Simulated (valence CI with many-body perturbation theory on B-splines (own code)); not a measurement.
The numbers below are computed, except where a source is named.
**Os XXXV: input, log and results**

Level of theory: configuration interaction combined with many-body perturbation theory (CI+MBPT): six valence electrons over a frozen Dirac-Fock core [Kr], radial functions for each j: 7 s, 7 p, 8 d, 6 f, 4 g, 1 h, with the one-electron correlation potential Σ1 (screened to all orders), the two-electron term Σ2, the three-electron term Σ3, Breit, model QED; selected single and double excitations, second order for the rest, scaled by the run's own slope (own B-spline code, finite nucleus).

Command, and the settings that its task file holds:

```sh
python run_cv.py task.json out
```

```
atom Os  Z=76  mass_number=192  rms_radius_fm=5.4126
core [Kr]
valence 4d6
avg = 1
basis = M
breit = 1
cap = 60000
capref = 1200
cscale = 1
de = 0.0
dress = 0
eps = 2e-08
extrap = 1
h = 0.27
hh = 1
l2 = 3
lcore = 6
maxit = 60
n2 = 5
natural = 1
nlev = 35
nno = [4, 4, 5, 4, 3, 1]
nroot = 26
nsp = [3, 3, 3, 2, 1, 0]
pt2 = 1
qed = 1
rpa = 1
s1 = 1
s2 = 1
s3 = 1
screen = 1
tol = 2e-05
whole = 1
```

Problem. Roughly how long does this run take on one core of Intel(R) Xeon(R) Processor @ 2.30GHz, and how much memory?

Solution. 21 min on 1 thread of Intel(R) Xeon(R) Processor @ 2.30GHz, on a shared host, peak memory 1.8 GiB.

Log. The first blocks belong to the next ion, which gives the ionisation energy. Fields: 2J, parity (1 odd), roots, reference size, generating configurations, candidates as configurations/state functions, variational space P, stored matrix elements, Davidson steps; e2 is the range of second-order energies in hartree. The first line gives the box (bohr), its intervals, the orbitals and the steps of their self-consistent field. Window is the range of levels sought, series limit the energy at which the first omitted orbital would enter, core excitation an estimate of the first excitation out of the core, left out the lowest levels not solved, and shifts from estimates the range by which levels moved from their first estimate, all in cm⁻¹.

```
rmax 4.3 intervals 58 orbitals 59 references ['4d6', '4d5 4f', '4d4 4f2', '4d5 5s', '4d5 5p'] scf 5 t 1.4
2J=5 par=0 roots 2 ref 10 generators 4 cand 3466/45082 P 620/5996 nnz 8.7e+06 it 6
2J=5 par=0 roots 2 ref 10 generators 12 cand 14873/476080 P 2168/29661 nnz 1.5e+08 it 6
   second order: generators 17 cand 14894/513536 e2 -0.00025 -0.00016
reference levels 2432, estimated 34, window 677309 1/cm; series limit 7755588, core excitation 1320911
2J=8 par=0 roots 7 ref 321 generators 14 cand 17648/1566629 P 552/11922 nnz 3e+07 it 8
2J=8 par=0 roots 7 ref 321 generators 16 cand 17261/1557504 P 1593/32737 nnz 1.9e+08 it 8
   second order: generators 29 cand 31294/3020401 e2 -0.00310 -0.00236
2J=4 par=0 roots 8 ref 273 generators 14 cand 17743/1207729 P 617/11967 nnz 2.9e+07 it 8
2J=4 par=0 roots 8 ref 273 generators 16 cand 17302/1198531 P 1841/33357 nnz 1.9e+08 it 9
   second order: generators 28 cand 30392/2307195 e2 -0.00245 -0.00144
2J=0 par=0 roots 5 ref 76 generators 14 cand 16820/276349 P 2481/12000 nnz 2.1e+07 it 5
2J=0 par=0 roots 5 ref 76 generators 16 cand 14889/266919 P 4031/29063 nnz 6.6e+07 it 6
   second order: generators 30 cand 31783/564845 e2 -0.00029 -0.00014
2J=6 par=0 roots 6 ref 300 generators 10 cand 15581/1429399 P 470/11972 nnz 3.1e+07 it 8
2J=6 par=0 roots 6 ref 300 generators 12 cand 16082/1449959 P 1298/31806 nnz 1.9e+08 it 8
   second order: generators 25 cand 31753/2939586 e2 -0.00277 -0.00201
2J=2 par=0 roots 4 ref 168 generators 10 cand 15479/769706 P 819/11997 nnz 2.9e+07 it 7
2J=2 par=0 roots 4 ref 168 generators 12 cand 15696/777596 P 2261/33300 nnz 1.8e+08 it 8
   second order: generators 21 cand 29326/1492318 e2 -0.00077 -0.00057
2J=10 par=0 roots 2 ref 272 generators 7 cand 15523/1474596 P 473/11984 nnz 3.4e+07 it 5
2J=10 par=0 roots 2 ref 272 generators 9 cand 16029/1492066 P 1276/30452 nnz 2e+08 it 5
   second order: generators 13 cand 22233/2246211 e2 -0.00187 -0.00186
2J=12 par=0 roots 2 ref 232 generators 7 cand 15381/1310454 P 621/11990 nnz 3.3e+07 it 5
2J=12 par=0 roots 2 ref 232 generators 9 cand 15777/1322855 P 1579/30603 nnz 1.9e+08 it 5
   second order: generators 14 cand 24106/2190231 e2 -0.00122 -0.00118
left out: unestimated 1616082, estimated none, shifts from estimates -602 to 1054
operators 3.7
```

The Davidson iterations converged.

The last digits are not significant, and no measured levels were compared; by estimate large intervals hold to a few tenths of a per cent, small ones and those within an open d or f shell to about a per cent. Core correlation moves these levels by up to 8300 cm⁻¹, and in measured spectra 5 to 20 % of such shifts remained as error; rates that hang on mixing are uncertain with them. Among the levels kept, up to 740 cm⁻¹ of a level comes from second order outside the variational space, and about a tenth of that is noise between levels of different J, which matters for small intervals. Only levels of the ground parity were solved; by the run's estimate the other parity begins above the list, which can be wrong where configurations are misplaced.

```yaml
Valence_energy: -359.1729 hartree
Ionisation_energy: "1475.5 eV (NIST: 1474 ± 5 eV (theoretical))"
Reference_configurations_for_the_orbitals: 4d6, 4d5 4f, 4d4 4f2, 4d5 5s, 4d5 5p
Radial_orbitals: 59
Box_radius: 4.266 bohr
Largest_variational_space: 33357
Lowest_levels: (4d3/2^4 4d5/2^2) J=4 0.0, (4d3/2^4 4d5/2^2) J=2 22319, (4d3/2^4 4d5/2^2) J=0 74159, (4d3/2^3 4d5/2^3) J=3 [a] 136160, (4d3/2^3 4d5/2^3) J=4 [a] 144360, (4d3/2^3 4d5/2^3) J=1 [a] 150940, (4d3/2^3 4d5/2^3) J=5 170240, (4d3/2^3 4d5/2^3) J=6 172430, (4d3/2^3 4d5/2^3) J=2 [a] 188500, (4d3/2^3 4d5/2^3) J=3 [b] 193280, (4d3/2^3 4d5/2^3) J=0 220300, (4d3/2^3 4d5/2^3) J=1 [b] 231400, (4d3/2^3 4d5/2^3) J=2 [b] 232430, (4d3/2^3 4d5/2^3) J=4 [b] 234540 cm⁻¹
```

Levels are named by their leading jj configuration (3d3/2^4 stands for four electrons in 3d with j = 3/2), which in mixed levels can hold well under half, so a name can repeat and another be missing. Letters in brackets count levels of one name in rising energy.
